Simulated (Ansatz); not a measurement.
Cartesian coordinates (Å):
```xyz
10

O     -0.8519    -1.6757    -0.0048
C     -0.4330    -0.3541    -0.0101
Si    -1.5719     0.9492    -0.1038
Si     1.3924     0.0075     0.0928
H     -0.1249    -2.2594    -0.2508
H     -1.0621     2.3185     0.0413
H     -3.0331     0.7599    -0.0991
H      1.9622    -0.4524     1.3854
H      1.6239     1.4577    -0.0745
H      2.0982    -0.7513    -0.9763
```
Charge +1, spin multiplicity 2.

Computed with frozen-core CCSD(T)/cc-pVTZ // B3LYP-D3(BJ)/def2-TZVP (Ansatz, a program for electronic structure). The geometry is that of the parent before the electron was removed.

The HF energy is -693.82219 Ha and the MP2 correlation energy is -0.60752 Ha.

Question: Estimate the CCSD correlation energy, the (T) correction, the total energy and the T1 diagnostic.

Answer: 
```json
{
  "CCSD correlation energy": "-0.65771 Ha",
  "(T) correction": "-0.02619 Ha",
  "CCSD(T) total energy": "-694.50609 Ha",
  "T1 diagnostic": "0.023"
}
```
